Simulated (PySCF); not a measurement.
C₄H₁₀AlCl₃Ge, SMILES [CH3][Al]([CH3])[CH2][CH2][Ge]([Cl])([Cl])[Cl], singlet, GFN2-xTB optimised geometry.

```
19

Ge    -0.89     2.67    -0.09
Cl    -1.92     2.96     1.77
Cl     0.43     4.37    -0.33
Cl    -2.39     2.85    -1.62
C      0.00     0.82    -0.15
C     -1.01    -0.30     0.00
Al    -0.09    -2.11     0.00
C     -1.28    -3.70     0.01
C      1.90    -2.11     0.00
H      0.74     0.82     0.65
H      0.53     0.77    -1.10
H     -1.75    -0.24    -0.80
H     -1.58    -0.16     0.93
H     -1.08    -4.37     0.86
H     -2.33    -3.42     0.08
H     -1.17    -4.32    -0.89
H      2.33    -1.67     0.91
H      2.33    -1.56    -0.84
H      2.29    -3.13    -0.06
```

Density from CAM-B3LYP/def2-SVP (PySCF 2.14.0) at that geometry.

Minimum of the electron density along straight lines between bonded atoms, close to the bond critical point (lines longer than 1.1 times the sum of covalent radii, or with two minima, are not listed):

```tsv
bond	length / Å	ρ at the minimum / e bohr⁻³	∇²ρ there / e bohr⁻⁵	position (fraction from the first atom)
Ge1–Cl2	2.151	0.101	0.14	0.44
Ge1–Cl3	2.160	0.099	0.13	0.44
Ge1–Cl4	2.150	0.101	0.14	0.44
Ge1–C5	2.057	0.115	-0.06	0.48
C5–C6	1.517	0.243	-0.54	0.52
C6–Al7	2.028	0.075	0.27	0.61
Al7–C8	1.985	0.080	0.31	0.40
Al7–C9	1.989	0.079	0.31	0.40
C5–H10	1.089	0.277	-1.03	0.63
C5–H11	1.089	0.277	-1.03	0.63
C6–H12	1.099	0.266	-0.93	0.62
C6–H13	1.099	0.266	-0.92	0.62
C8–H14	1.095	0.264	-0.92	0.62
C8–H15	1.096	0.265	-0.93	0.63
C8–H16	1.095	0.264	-0.92	0.62
C9–H17	1.095	0.264	-0.91	0.62
C9–H18	1.095	0.264	-0.92	0.62
C9–H19	1.095	0.266	-0.93	0.62
```
